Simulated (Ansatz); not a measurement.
Process, species as SMILES: Br[SiH2]Br [dibromosilane] → [SiH2]Br + Br atom (the Br-Si bond at the site shown breaks; other sites are not compared here)
Structures are relaxed separately at B3LYP-D3(BJ)/def2-TZVP in Ansatz (a program for electronic structure).

Quantity: bond dissociation energy (electronic energy difference), in kcal/mol. Cores are frozen in the correlated levels unless marked. UHF or UKS for open shells. No spin-orbit coupling. Frozen are the shells of the preceding noble gas and the d and f shells that filled before the atom's block. No relativistic terms. CBS(X,Y): correlation extrapolated as X^-3; Hartree-Fock from the larger set.

CCSD(T)/CBS(def2-TZVPPD,def2-QZVPPD) (Ansatz) gives 97.6 kcal/mol.

Q: Another calculation gave 92.8 kcal/mol. Which level was it?
A) wB97X-V/def2-TZVPD (Ansatz)
B) B3LYP/def2-TZVPD (Ansatz)
C) B2PLYP/def2-TZVPD (Ansatz)
D) SVWN5/def2-TZVPD (Ansatz)

A: C, B2PLYP/def2-TZVPD (Ansatz). The others give 89.9 (B3LYP), 96.8 (wB97X-V), 108.1 (SVWN5) kcal/mol.
